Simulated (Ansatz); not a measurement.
One change: `FC1(Br)BO1` becomes `BrC1BO1`.

Ansatz, PBE0-D4/def2-TZVP geometries, multiplicity 1. 

Scalar relativity is left out up to krypton.

| property | `FC1(Br)BO1` |
| --- | --- |
| size of the dipole moment (B3LYP/def2-TZVPP) / D | 1.89 |
| HOMO–LUMO gap (B3LYP/def2-TZVPP) / eV | 6.22 |
| HOMO energy (B3LYP/def2-TZVPP) / eV | -7.95 |
| LUMO energy (PBE0/def2-TZVPP) / eV | -1.48 |
| HOMO–LUMO gap (ωB97M-V/def2-TZVPP) / eV | 10.98 |
| LUMO energy (PBE/def2-TZVPP) / eV | -2.49 |

Task: Give the same properties after the change, and the shifts. (Estimate.)

Result: The calculation gave: 
| property | `BrC1BO1` | shift |
| --- | --- | --- |
| size of the dipole moment (B3LYP/def2-TZVPP) / D | 1.77 | -0.12 |
| HOMO–LUMO gap (B3LYP/def2-TZVPP) / eV | 6.16 | -0.06 |
| HOMO energy (B3LYP/def2-TZVPP) / eV | -7.55 | 0.40 |
| LUMO energy (PBE0/def2-TZVPP) / eV | -1.14 | 0.34 |
| HOMO–LUMO gap (ωB97M-V/def2-TZVPP) / eV | 10.86 | -0.12 |
| LUMO energy (PBE/def2-TZVPP) / eV | -2.16 | 0.33 |

With PBE0 the HOMO rises by 0.40 eV and the LUMO rises by 0.34 eV, so the gap narrows by about 0.06 eV. PBE moves the HOMO by 0.34 eV and ωB97M-V by 0.40 eV. Dipoles are sizes alone; their direction can turn.

B3LYP here is the variant with VWN-RPA as its local correlation; programs differ in this.

Spin–orbit coupling is left out; it splits and shifts lone-pair levels of the heavy atoms by tenths of an eV.
